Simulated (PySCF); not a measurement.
# Shapes and spin states of [ReF3]+

These are results of PySCF, PBE0, basis Re def2-SVP with ECP60, F def2-SVP (scalar-relativistic core potentials, no spin–orbit coupling, density fitting), not measurements.

Relaxations began from a few typed shapes and spin states; open shells are unrestricted. The search is not exhaustive: other isomers or separated fragments can lie lower, and high-lying points may rest on an excited occupation.

```json
{"spin": "quartet", "group": "D3h", "bonds": "Re–F 1.796 Å (×3)", "angles": "F–Re–F 120.0° (×3)", "imaginary modes (cm⁻¹)": "none", "ΔE (kJ/mol)": "0.0", "ΔE with ZPE (kJ/mol)": "0.0"}
{"spin": "broken-symmetry Ms = 1/2 (⟨S²⟩ 1.61)", "group": "Cs", "bonds": "Re–F 1.779 Å, Re–F 1.788 Å (×2)", "angles": "F–Re–F 114.4°, F–Re–F 122.8° (×2)", "imaginary modes (cm⁻¹)": "none", "ΔE (kJ/mol)": "69.0", "ΔE with ZPE (kJ/mol)": "67.9"}
```

The lowest minimum found is the quartet D3h: Re–F 1.796 Å (×3); F–Re–F 120.0° (×3).

Formally Re is in oxidation state +4, d3, with 3 unpaired electrons (the high-spin count). The Mulliken spin on Re is 2.82. The polar-tensor charge on Re, 2.38, is far below the formal one.

For the lowest minimum: with open d or f shells other occupations or spin states may lie lower. With an element this heavy the missing spin–orbit coupling can shift these numbers.
